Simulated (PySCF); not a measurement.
## Highest orbital energy against ionisation energy along the second row

Calculated with PySCF 2.14, no spin-orbit coupling. Each cell gives −ε(HOMO) / ΔSCF in eV; NIST values include spin-orbit coupling, (s) semi-empirical, (t) theoretical.

```json
{"species": "Be⁺ (dyall-acv3z, non-relativistic)", "UHF": "18.130 / 18.127", "LDA": "14.299 / 18.253", "PBE": "14.472 / 18.496", "PBE0": "15.481 / 18.457", "r2SCAN": "14.632 / 18.188", "NIST (lowest levels)": "18.211"}
{"species": "B⁺ (dyall-acv3z, non-relativistic)", "UHF": "23.778 / 23.443", "LDA": "19.408 / 24.554", "PBE": "19.505 / 24.607", "PBE0": "20.792 / 24.562", "r2SCAN": "19.731 / 24.265", "NIST (lowest levels)": "25.155"}
{"species": "C⁺ (dyall-acv3z, non-relativistic)", "UHF": "24.878 / 24.171", "LDA": "17.810 / 24.776", "PBE": "17.953 / 24.856", "PBE0": "19.794 / 24.838", "r2SCAN": "18.646 / 25.003", "NIST (lowest levels)": "24.383"}
{"species": "N⁺ (dyall-acv3z, non-relativistic)", "UHF": "30.382 / 29.209", "LDA": "22.011 / 30.064", "PBE": "22.023 / 29.905", "PBE0": "24.244 / 29.915", "r2SCAN": "22.802 / 30.141", "NIST (lowest levels)": "29.601 (s)"}
{"species": "O⁺ (dyall-acv3z, non-relativistic)", "UHF": "36.213 / 34.578", "LDA": "26.449 / 35.592", "PBE": "26.369 / 35.283", "PBE0": "28.979 / 35.315", "r2SCAN": "27.301 / 35.489", "NIST (lowest levels)": "35.121"}
{"species": "F⁺ (dyall-acv3z, non-relativistic)", "UHF": "35.655 / 33.390", "LDA": "26.186 / 35.281", "PBE": "26.453 / 35.426", "PBE0": "29.034 / 35.255", "r2SCAN": "27.047 / 35.123", "NIST (lowest levels)": "34.971"}
{"species": "Ne⁺ (dyall-acv3z, non-relativistic)", "UHF": "42.102 / 39.272", "LDA": "31.250 / 41.450", "PBE": "31.244 / 41.148", "PBE0": "34.226 / 41.010", "r2SCAN": "32.034 / 41.143", "NIST (lowest levels)": "40.963"}
```

Problem. How far is −ε(HOMO) from ΔSCF on average for each method, and why?

Solution. UHF 1.28 eV; LDA -7.51 eV; PBE -7.39 eV; PBE0 -5.26 eV; r2SCAN -6.74 eV. Hartree-Fock orbital energies lack relaxation and so exceed the ΔSCF value; semilocal functionals have convex E(N) from self-interaction, so their HOMO lies far too high; exact exchange moves hybrids part of the way back.
